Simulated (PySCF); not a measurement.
Diatomics of Sm with the chalcogens

PBE0 with double-zeta basis sets in PySCF, for the lowest determinant that a PBE0 search found; no spin–orbit coupling. De refers to high-spin ground-configuration atoms. A positive dipole means M(−)Sm(+).

```tsv
M	basis	state (unpaired electrons)	Re (Å)	ωe (cm⁻¹)	De (eV)	μ (D)
O	x2c-SVPall	septet (f population 5.6)	1.811	761	5.39	4.27
S	x2c-SVPall	septet (f population 6.0)	2.395	398	4.15	8.91
Se	x2c-SVPall	septet (f population 6.0)	2.538	264	3.70	9.42
```

The shortest bond is that of SmO (1.811 Å), the longest that of SmSe (2.538 Å). SmO is bound most strongly (5.39 eV) and SmSe least (3.70 eV).

The state changes along the series, so neighbouring rows are not always alike in their bonding.

Spin–orbit coupling is left out, which matters for elements this heavy, above all for dissociation energies. The state is the lowest single determinant that the PBE0 search found; with open d or f shells the true ground state can be another one.
